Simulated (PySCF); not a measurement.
## Steps of a relaxation of [OsO3Cl]+

[OsO3Cl]+ (singlet; a saddle point, relaxed within its symmetry). PySCF 2.14.0, RKS B3LYP, Os def2-SVP with ECP60, O def2-SVP, Cl def2-SVP; non-relativistic Hamiltonian with scalar-relativistic core potentials where named; density fitting; no spin-orbit coupling. Origin of the start: template. Columns: position (Å) and force (eV/Å). Energies are counted from the last step; some of the 13 steps are shown. Forces carry noise of the integration grid, about 0.01 to 0.03 eV/Å.

Run from Python with OMP_NUM_THREADS=2. Where DIIS fails, smearing, a level shift and second-order steps follow.
It took 34 s on 2 threads of Arm Neoverse V1, with other jobs on the host, from the converged density of the start.

```xyz
5
step 0  E = 12.223 eV
Os    0.0000    0.1916    0.0000     0.00  -15.93    0.00
O     1.4652    0.1916    0.0000    34.66   -2.31    0.00
O     0.0000    1.6568    0.0000     0.00   25.51    0.00
O    -1.4652    0.1916    0.0000   -34.66   -2.31    0.00
Cl    0.0000   -1.9846    0.0000     0.00   -4.96    0.00
```

```xyz
5
step 4  E = 1.074 eV
Os    0.0000    0.3685    0.0000     0.00    1.98    0.00
O     1.7570   -0.0055    0.0000    -2.95   -0.40    0.00
O     0.0000    2.0603    0.0000     0.00   -1.11    0.00
O    -1.7570   -0.0055    0.0000     2.95   -0.40    0.00
Cl    0.0000   -2.1709    0.0000     0.00   -0.08    0.00
```

```xyz
5
step 8  E = 0.031 eV
Os    0.0000    0.6337    0.0000     0.00   -0.26    0.00
O     1.4925   -0.2050    0.0000    -0.04    0.27    0.00
O     0.0000    2.3095    0.0000     0.00    0.20    0.00
O    -1.4925   -0.2050    0.0000     0.04    0.27    0.00
Cl    0.0000   -2.2865    0.0000     0.00   -0.48    0.00
```

**Question.** Where does the relaxation end?

**Answer.** It converges at step 12 in C2v:
```xyz
5
step 12  E = 0
Os    0.0000    0.6517    0.0000
O     1.4924   -0.1735    0.0000
O     0.0000    2.3341    0.0000
O    -1.4924   -0.1735    0.0000
Cl    0.0000   -2.3920    0.0000
```

**Question.** How did the contacts change?

**Answer.** 
```json
{"contact": "Os1–O2 (O)", "start (Å)": "1.465", "end (Å)": "1.705"}
{"contact": "Os1–O3 (O)", "start (Å)": "1.465", "end (Å)": "1.682"}
{"contact": "Os1–O4 (O)", "start (Å)": "1.465", "end (Å)": "1.705"}
{"contact": "Os1–Cl5 (Cl)", "start (Å)": "2.176", "end (Å)": "3.044"}
```
